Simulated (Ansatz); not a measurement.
Consider the ligand exchange at the Hf–Se bond: `C[Se][Hf]([Cl])([Cl])[Cl]` + HCl → hafnium tetrachloride + `C[SeH]`.

Program: Ansatz. Geometries: PBE0-D4/def2-TZVP. ΔE: electronic, gas phase. CCSD(T)/CBS adds triple-zeta CCSD(T) − MP2 to the extrapolated MP2 energy (def2 sets, frozen cores). This one scheme is used for every species. Elements past krypton have def2 core potentials. For Hf, Se outer-core shells are correlated without core-valence functions, which leaves a few kJ/mol of doubt a bond. Scalar relativity is left out up to krypton. Each species was taken in one conformer, which may not be the lowest.

```json
{"species": "`C[Se][Hf]([Cl])([Cl])[Cl]`", "CCSD(T)/CBS(def2) energy (Eh)": "-3868.08108"}
{"species": "HCl", "CCSD(T)/CBS(def2) energy (Eh)": "-460.38127"}
{"species": "`[Cl][Hf]([Cl])([Cl])[Cl]`", "CCSD(T)/CBS(def2) energy (Eh)": "-1887.32756"}
{"species": "`C[SeH]`", "CCSD(T)/CBS(def2) energy (Eh)": "-2441.15625"}
```

Task: Work out ΔE.

Result: ΔE = (-1887.32756) + (-2441.15625) − (-3868.08108) − (-460.38127) = -0.02146 Eh = -56.3 kJ/mol.

Largest T1 diagnostic among the species: 0.014.

The D4 term adds +10.4 kJ/mol with B3LYP and +6.1 kJ/mol with PBE0; it sums over pairs of atoms, weighted by their polarisabilities, and B3LYP, whose exchange is more repulsive, gets the larger term. Leaving LDA and LC-ωPBE aside and taking each functional with its dispersion term where it has one, the values, not all of them listed here, spread over 13.7 kJ/mol, from B97M-V to PBE-D4. LDA lies +9.3 kJ/mol from PBE without D4.

B3LYP here is the variant with VWN-RPA as its local correlation; programs differ in this.
